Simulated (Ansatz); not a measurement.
Breaking the Ge1–Cl3 bond in ClGeH (SMILES [Cl][GeH]) (multiplicity 1 held, fragments rigid). Energies count from the point at 2.207 Å.
Geometry at that point (charge 0, multiplicity 1):
```xyz
3

Ge     0.52862    -0.16249     0.50490
H      1.62035    -0.38333    -0.65158
Cl    -1.09037     0.32841    -0.91207
```

Restricted levels (R-, RO-) in cc, def2 and unpolarised 6-31G sets keep to the state of the molecule at rest. U- levels take the lowest unrestricted solution at each point, which mixes spins at long bonds. Active spaces are followed from a long bond inwards. Curves can end on different states.

Frozen-core correlation. Filled d and f shells under p-block atoms count as core.

Codes used: Ansatz (Gaussian orbitals). Each number belongs to the level named beside it.

Q: Give the energy at R = 7.062 Å at the level R-PBE/def2-TZVPP.

A: 4.14 eV

Q: Give the energy at R = 7.062 Å at the level U-HF/def2-TZVPP.

A: 2.90 eV

Q: Predict the energy at R = 7.062 Å from FIC-MRCISD+Q on CASSCF(6,4)/def2-TZVPP.

A: 3.99 eV

Doubts at one or more of the structures used: a spin-contaminated determinant (U-HF/def2-TZVPP); a restricted determinant that unrestricted orbitals would lower (R-PBE/def2-TZVPP); active orbitals that take no part (FIC-MRCISD+Q on CASSCF(6,4)/def2-TZVPP).

Ansatz is a first-principles code.
